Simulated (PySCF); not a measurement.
Start geometry of TeI2Me2, `C[Te](I)(C)I` from GFN2-xTB (Å):
```
atom  x, y, z in Å
Te1   -0.643   -0.996    0.045
I2    -0.662   -0.730    2.827
I3    -0.681   -0.942   -2.801
C4     1.522   -0.789   -0.039
H5     1.780   -1.689   -0.592
H6     1.828   -0.771    0.964
H7     1.747    0.093   -0.566
C8    -1.092    1.184    0.000
H9    -2.062    1.337    0.633
H10   -1.281    1.520   -0.967
H11   -0.358    1.699    0.527
```

What comes out of this run: PySCF 2.14.0, PBE0-D3(BJ)/def2-SVP geometry optimisation, gas phase, def2 core potentials past Kr?

```
atom  x, y, z in Å
Te1   -0.7024   -0.9306    0.0433
I2    -0.6038   -0.7487    2.9444
I3    -0.6452   -0.9758   -2.8668
C4     1.4343   -0.7836   -0.0460
H5     1.7895   -1.6836   -0.5630
H6     1.8089   -0.7205    0.9826
H7     1.6741    0.1089   -0.6364
C8    -1.1146    1.1729    0.0354
H9    -2.0639    1.3111    0.5674
H10   -1.1775    1.4975   -1.0103
H11   -0.3012    1.6670    0.5803
```

The energy falls by 11.0 kcal/mol over 8 energy and gradient evaluations, the largest force component goes from 0.0643 to 4.1e-04 Eh/bohr, and the atoms move by 0.086 Å rms after alignment. The bond that changes most is Te1–I2 (ends: tellurium bonded to 2 C and 2 I; iodine bonded to Te), which lengthens by 0.114 Å. Bonds longer at the end by more than 0.005 Å: 7 of 10; shorter: 3. Among the angles that change most is Te1–C4–H5, from 100.2° to 106.6°. Rotational constants go from 3397, 243.4, 240.1 to 3581, 229.0, 226.2 MHz. The orientation of the end geometry is arbitrary; only internal coordinates are fixed.

The run used 136 basis functions and 57 SCF cycles in all.

Stationary, but not proved a minimum.
